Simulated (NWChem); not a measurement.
# CaHSF; SMILES [SH][Ca][F]

```xyz
4

Ca     0.2672     0.5908     0.0000
F     -0.3571     2.4444     0.0000
S     -0.2027    -1.9704     0.0000
H      1.1135    -2.2900     0.0000
```
Atoms are numbered in this order, from 1.

Results from NWChem. Medium grid unless said otherwise, to which SCAN and Minnesota functionals are sensitive. Structure relaxed at the PBE0/def2-SVP level. Hybrids' shares of exact exchange are those that their runs print; pure functionals count as 0. The functionals differ in more than this share.

```
row              share of exact exchange  highest occupied level (eV)
---------------  -----------------------  ---------------------------
PBE/def2-SVP                        0.00                        -5.05
revPBE/def2-SVP                     0.00                        -5.00
B3LYP/def2-SVP                      0.20                        -5.96
PW6B95/def2-SVP                     0.28                     withheld
MPW1K/def2-SVP                      0.43                        -7.13
MN15/def2-SVP                       0.44                        -6.82
```

Fit a straight line of the last column on the one before it, predict the withheld value, and compare with the run.


1. Means of the 5 shown rows: x = 0.214, y = -5.992. Slope Σ(x − x̄)(y − ȳ)/Σ(x − x̄)² = -0.8473/0.1895 = -4.471; intercept -5.035.
2. The shown rows scatter about the line by 0.114 (root mean square); the largest residual is +0.18, at MN15/def2-SVP.
3. At x = 0.28 (PW6B95/def2-SVP; inside the shown range) the line gives -6.29.
4. The run gives -6.27, +0.02 from the line, 0.2 times the scatter.
